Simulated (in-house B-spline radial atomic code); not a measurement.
## Removing one electron from Tc VIII (Tc7+)

Closed shell [Ar] 3d10 4s2 4p6. Computed with a B-spline radial code for spherical atoms: Koopmans values of Dirac-Hartree-Fock plus a diagonal self-energy, in second order or with its direct term screened (direct RPA, with the hole-particle interaction, or full time-dependent Hartree-Fock), linearised in energy; no-pair Dirac-Coulomb Hamiltonian, finite nucleus. Shifts add to the Koopmans value (the ΔSCF shift is orbital relaxation alone); the final value takes TDHF screening with Breit and QED.

Command:
```bash
python run_mb.py task.json out
```
Settings (nuclear radius in fm, box in bohr, cutoff in hartree):
```
basis_form          2
Z                   43
core_configuration  [Ar] 3d10 4s2 4p6
rms_radius          4.41117
mass_number         97
speed_of_light      137.036
box_radius          8.943
lmax                7
intervals           62
virtual_cutoff      7396.0
```

Run time, properties included: 33 s on 1 thread of Intel(R) Xeon(R) 6975P-C, with other jobs on the host.

Energies in eV:

```csv
subshell,Koopmans,ΔSCF shift,second order,direct RPA,hole-particle,TDHF,Breit + QED,final
4p3/2,150.66,-0.685,?,?,?,?,?,?
4p1/2,154.23,-0.726,0.645,0.663,0.503,0.541,-0.106,154.67
```

(1) What does the self-energy do to 4p3/2?

## Answers

(1) It shifts the removal energy by 0.700 eV in second order, 0.670 with direct RPA, 0.547 with the hole-particle term and 0.590 with TDHF screening (quasi-particle weight 0.977); Breit and QED add -0.056 eV. The final value is 151.20 eV, against 150 ± 2.1 eV (NIST, tabulated theory).
